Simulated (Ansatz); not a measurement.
Mulliken charges of Cl$_{2}$FH$_{2}$Si$_{2}$ (`F[SiH](Cl)[SiH]Cl`) radical from PBE/def2-TZVPP in Ansatz (PBE0-D4/def2-TZVP geometry).

```csv
atom,x (Å),y (Å),z (Å),charge (e)
F1,-2.014,0.438,0.674,-0.255
Si2,-0.422,0.421,0.721,0.533
Cl3,0.175,-0.429,2.481,-0.193
Si4,0.368,-0.963,-0.984,0.183
Cl5,0.120,-0.058,-2.815,-0.186
H6,0.026,1.833,0.704,-0.057
H7,1.807,-1.309,-0.827,-0.024
```

Question: By hand: the dipole of these point charges (1 e Å = 4.8032 D).

Answer: Σ q r = (0.255, -0.043, 0.057) e Å, of length 0.265 e Å = 1.27 D.

Question: How does the dipole of the full density compare? (An estimate is asked.)

Answer: Ansatz gave: (0.206, -0.014, -0.021) e Å, 1.00 D; the point charges give 1.27 times that, at 19° from its direction.

Point charges leave out the atoms' own dipoles, such as those of lone pairs, and Mulliken's split depends on the basis, so the two needn't agree.
